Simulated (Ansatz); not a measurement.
Clusters of 3 atoms, halide: gap (eV) at several levels, gas phase, relaxed structures; Ansatz. Clusters are the lowest isomers that short searches found in that spin, judged at the geometry's level. Core potentials for Ag, I, Pb, Pd in the def2 sets, no spin–orbit coupling. HOMO and LUMO are taken over both spins. Singlets are spin-restricted. The structures are stationary points that may keep the symmetry of their start. Remarks come from the PBE and PBE0 runs and from stability tests at other levels; not every state was tested. HOMO above LUMO (over both spins in singlets and doublets, within one spin in higher multiplets; at PBE or PBE0), or a gap under 0.15 eV within one spin, warns that the state may not be the lowest or that an electron is smeared out.

```
species    state             geometry  r2SCAN-D4/def2-TZVP  PBE0-D4/def2-SVP  PBE0-D4/def2-TZVP                                                                 remarks
  ZnBr2  singlet    PBE0-D4/def2-TZVP                 5.25              6.75               6.80                                                                       –
  BeI2⁺  doublet   B3LYP-D4/def2-TZVP                 0.26              1.44               1.38  near-degenerate levels, HOMO above LUMO, gap within one spin near zero
  MgBr2  singlet     PBE-D4/def2-TZVP                 5.35              6.54               6.55                                                                       –
 GeBr2⁺  doublet  r2SCAN-D4/def2-TZVP                 1.41              2.75               2.77                                                                       –
  PdCl2  singlet  r2SCAN-D4/def2-TZVP                 0.93              3.04               3.07                                                   triplet lower at PBE0
  PbBr2  singlet   B3LYP-D4/def2-TZVP                 3.22              4.49               4.55                                                                       –
  AgBr2  doublet   B3LYP-D4/def2-TZVP                 0.16              1.52               1.51                          HOMO above LUMO, gap within one spin near zero
```
